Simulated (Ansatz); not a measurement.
System: sum formula SiNH6 (charge +1, singlet). It need not be the lowest isomer of its formula. 
Structure (B3LYP-D3(BJ)/def2-TZVP (Ansatz, a quantum-chemistry and plane-wave program) minimum search):
```
N
H 1 1.0232
H 1 1.0232 2 106.84
H 1 1.0232 2 106.84 3 114.07
Si 1 1.9068 2 111.99 3 -122.97
H 5 1.4666 1 102.21 2 180.00
H 5 1.4666 6 115.66 1 -110.11
H 5 1.4666 6 115.66 7 -139.78
```
Charge +1, spin multiplicity 1.

Total electronic energies in hartree. Valence correlation only, unless marked. Spin-orbit coupling is left out. Non-relativistic unless marked X2C. CBS(X,Y): correlation extrapolated as X^-3; Hartree-Fock from the larger set (for Q and 5 zeta extrapolated as (X+1)exp(-9√X)).

```json
[
 {"level": "HF/def2-QZVPP", "program": "Ansatz", "energy (Eh)": "-346.71249"},
 {"level": "HF/cc-pV(5+d)Z", "program": "Ansatz", "energy (Eh)": "-346.71312"},
 {"level": "r2SCAN/def2-TZVPD", "program": "Ansatz", "energy (Eh)": "-347.58089"},
 {"level": "B3LYP-D4/def2-TZVPD", "program": "Ansatz + dftd4", "energy (Eh)": "-347.67773"},
 {"level": "BHLYP-D3(BJ)/def2-TZVPD", "program": "Ansatz + dftd3", "energy (Eh)": "-347.61914"},
 {"level": "r2SCAN0-D4/def2-TZVPD", "program": "Ansatz + dftd4", "energy (Eh)": "-347.57274"},
 {"level": "wB97X-V/def2-TZVPD", "program": "Ansatz", "energy (Eh)": "-347.58083"},
 {"level": "B2GP-PLYP/def2-TZVPD", "program": "Ansatz", "energy (Eh)": "-347.41837"},
 {"level": "MP2/cc-pV(D+d)Z", "program": "Ansatz", "energy (Eh)": "-346.95012"},
 {"level": "MP2/cc-pVTZ", "program": "Ansatz", "energy (Eh)": "-347.04714"},
 {"level": "MP2/cc-pwCVTZ", "program": "Ansatz", "energy (Eh)": "-347.05530"},
 {"level": "MP2/cc-pV(Q+d)Z", "program": "Ansatz", "energy (Eh)": "-347.08163"},
 {"level": "RI-MP2/CBS(cc-pV(T+d)Z,cc-pV(Q+d)Z)", "program": "Ansatz", "energy (Eh)": "-347.0987"},
 {"level": "SCS-MP2/cc-pV(T+d)Z", "program": "Ansatz", "energy (Eh)": "-347.06376"},
 {"level": "SCS-MP2/def2-QZVPP", "program": "Ansatz", "energy (Eh)": "-347.09878"},
 {"level": "CCSD/cc-pV(D+d)Z", "program": "Ansatz", "energy (Eh)": "-346.98841"},
 {"level": "CCSD/cc-pVTZ", "program": "Ansatz", "energy (Eh)": "-347.08172"},
 {"level": "CCSD/cc-pwCVTZ", "program": "Ansatz", "energy (Eh)": "-347.08913"},
 {"level": "CCSD/def2-TZVPP", "program": "Ansatz", "energy (Eh)": "-347.08149"},
 {"level": "CCSD(T)/STO-3G", "program": "Ansatz", "energy (Eh)": "-342.83857"},
 {"level": "CCSD(T)/cc-pV(T+d)Z", "program": "Ansatz", "energy (Eh)": "-347.09586"},
 {"level": "X2C-CCSD(T)/cc-pVTZ-DK", "program": "Ansatz", "energy (Eh)": "-347.72327"},
 {"level": "CCSD(T)/CBS(cc-pV(Q+d)Z,cc-pV(5+d)Z)", "program": "Ansatz", "energy (Eh)": "-347.1394"}
]
```

Totals of different functionals don't rank their quality; only differences between species are comparable.
